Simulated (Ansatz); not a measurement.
MnO2⁻. Total charge -1; singlet. Geometry PBE0-D4/def2-TZVPD, basis def2-TZVPD, Ansatz.

Cartesian coordinates in Å:
```
Mn -0.7912 -0.7432 0.0556
O 0.7733 0.0030 0.4217
O 0.0180 0.7402 -0.4773
```

```json
{"run": "A", "HOMO (eV)": "0.57", "LUMO (eV)": "2.76"}
{"run": "B", "HOMO (eV)": "1.25", "LUMO (eV)": "2.02"}
{"run": "C", "HOMO (eV)": "0.42", "LUMO (eV)": "2.95"}
{"run": "D", "HOMO (eV)": "1.74", "LUMO (eV)": "1.78"}
{"run": "E", "HOMO (eV)": "0.81", "LUMO (eV)": "2.59"}
```

B3LYP takes the VWN-RPA correlation. HSE06 is defined as in plane-wave codes, on full-range PBE exchange. The structure holds 1 bond(s) between oxygen atoms. No other spin state of charge -1 was run. Another isomer (quintet) lies 6.00 eV lower at PBE0-D4/def2-TZVPD; other spin states weren't run for this one.

Problem. The runs used B3LYP, HSE06, PBE, PBE0, r2SCAN. Estimate which is which.

Solution. A B3LYP (20 % exact exchange); B r2SCAN (0 % exact exchange); C PBE0 (25 % exact exchange); D PBE (0 % exact exchange); E HSE06 (range-separated). Exact exchange lowers occupied and raises empty levels; among semilocal functionals meta-GGAs tend to open the gap a little, and such runs are hard to tell apart. The gap grows from 0.04 eV (PBE) to 2.53 eV (PBE0). The restricted singlet is unstable towards broken spin symmetry in Hartree–Fock (as tested in another run); at B3LYP-D4/def2-TZVPD, r2SCAN-D4/def2-TZVPD, PBE0-D4/def2-TZVPD, PBE-D4/def2-TZVPD and others this wasn't settled. At B3LYP-D4/def2-TZVPD, r2SCAN-D4/def2-TZVPD, PBE0-D4/def2-TZVPD, PBE-D4/def2-TZVPD and others the highest occupied level of the charge -1 singlet lies above zero (up to 1.74 eV). The electron is either unbound and held by the finite basis, or the level is raised by self-interaction error.
